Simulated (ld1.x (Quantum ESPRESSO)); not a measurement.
Transferability test, PAW potential for B (Z = 5)

boron (B), PAW, made with ld1.x (Quantum ESPRESSO) 7.5 (PW91, non-relativistic). Core [He], reference 2s2 2p1. Waves: 2s (bound): rcut 1.15, rcutus 1.35 bohr; 2s channel at 2.1 Ry: rcut 1.15, rcutus 1.35 bohr; 2p (bound): rcut 3.00, rcutus 3.65 bohr; 2p channel at 0.9 Ry: rcut 3.00, rcutus 3.65 bohr; 3d channel at -0.15 Ry: rcut 2.90, rcutus 3.25 bohr. Local part: all-electron potential smoothed inside 1.35 bohr (lloc = -2). Core correction: Bessel-smoothed model core, default radius (core density twice the valence density). Augmentation charge: PSQ, inside the norm-conserving radii.

Energies are relative to the spin-unpolarised reference configuration 2s2 2p1; without spin polarisation the order of configurations can differ from experiment.

Its overlap operator is not positive definite in a basis up to 400 Ry (lowest eigenvalue d -13.49), so the file is unfit for use: the generalised eigenproblem breaks down once the basis is large enough, and its test numbers describe a broken file.

```
valence configuration  charge  ΔE all-electron (eV)  error AE − PS (meV)
              2s2 2p0      +1                 8.271                 +2.8
              2s1 2p0      +2                33.731                 -6.1
            2s2 2p0.5    +0.5                 2.912                 +0.5
              2s1 2p2       0                 5.844                 +1.5
              2s1 2p1      +1                14.401                 -2.7
              2s0 2p3       0                11.706                 -3.8
            2s2 2p1.3    -0.3                -0.752                 +0.3
```

Levels in the configuration 2s1 2p0:

| level | all-electron (eV) | pseudo (eV) |
| --- | --- | --- |
| 2s | -31.507 | -31.522 |

The ghost test of this file was not conclusive.
